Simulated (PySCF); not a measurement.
CH₃FO₂Si₂, SMILES O=C1O[Si@H](F)[SiH2]1.

Coordinates come from a PBE0-D3(BJ)/def2-SVP optimisation. The structure was generated by enumeration; whether it is a known compound was not checked.

Two levels are set side by side: PBE/def2-TZVP (PySCF) and CAM-B3LYP/def2-TZVP (PySCF). Same geometry, gas phase. Differences are taken from unrounded values.

```csv
quantity,CAM-B3LYP
orbital gap (eV),8.82
highest occupied level (eV),-9.11
lowest empty level (eV),-0.30
dipole moment (D),4.06
mean polarisability (bohr³),65.6
```

Question: What does PBE give, and how far is it from CAM-B3LYP? (Estimate from the structure and the level; the computed values follow.)

Answer: 
```csv
quantity,PBE,PBE minus CAM-B3LYP
orbital gap (eV),3.98,-4.84
highest occupied level (eV),-6.40,2.71
lowest empty level (eV),-2.42,-2.13
dipole moment (D),3.40,-0.66
mean polarisability (bohr³),70.1,4.6
```

PBE's occupied levels lie high since its potential decays too fast outside the molecule; exact exchange lowers them and widens the gap. Loosely held outer electrons make PBE densities more polarisable. Differences between two approximate levels are no errors against the true value.

Rough cost on one machine, each run with all the roots and properties that it gave: CAM-B3LYP against PBE within a factor of 2.
